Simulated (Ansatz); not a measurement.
C3H7GaO. The species carries charge 0 and has multiplicity 1. The bonds changed during the relaxation, so this is another structure than the one it started from. Geometry: relaxed with PBE0-D4/def2-TZVP. It is one conformer, not always the lowest.

```xyz
12

C    -0.496    0.807    1.223
C    -0.091    1.003   -0.026
C     1.171    0.470   -0.608
Ga   -0.263   -3.106   -1.021
O    -1.473   -2.064   -0.183
H     0.094    0.227    1.925
H    -1.426    1.227    1.590
H    -0.717    1.594   -0.693
H     1.820    1.283   -0.946
H     0.968   -0.146   -1.492
H     1.725   -0.132    0.115
H    -1.312   -1.162    0.118
```

**Question.** What is the dipole moment at ωB97M-V/def2-TZVPP? (Best estimate.)

**Answer.** Computed: 1.96 D, with components (1.51, 1.23, -0.26) D in this frame, pointing from negative to positive charge.

**Question.** And with PBE, r2SCAN, B3LYP? (Estimate.)

**Answer.** Ansatz gave: PBE 1.98 D, r2SCAN 2.00 D, B3LYP 1.99 D.

**Question.** Give the Mulliken charges with ωB97M-V, PBE, B3LYP in def2-TZVPP. (Best estimate.)

**Answer.** Ansatz gave: 
```
atom  ωB97M-V    PBE  B3LYP
  C1    -0.27  -0.24  -0.27
  C2    -0.12  -0.12  -0.12
  C3    -0.29  -0.21  -0.22
 Ga4     0.26   0.20   0.25
  O5    -0.46  -0.40  -0.45
  H6     0.11   0.09   0.11
  H7     0.12   0.11   0.12
  H8     0.12   0.10   0.11
  H9     0.12   0.10   0.10
 H10     0.10   0.08   0.08
 H11     0.10   0.08   0.08
 H12     0.20   0.19   0.19
```

B3LYP here is the variant with VWN-RPA as its local correlation; programs differ in this.
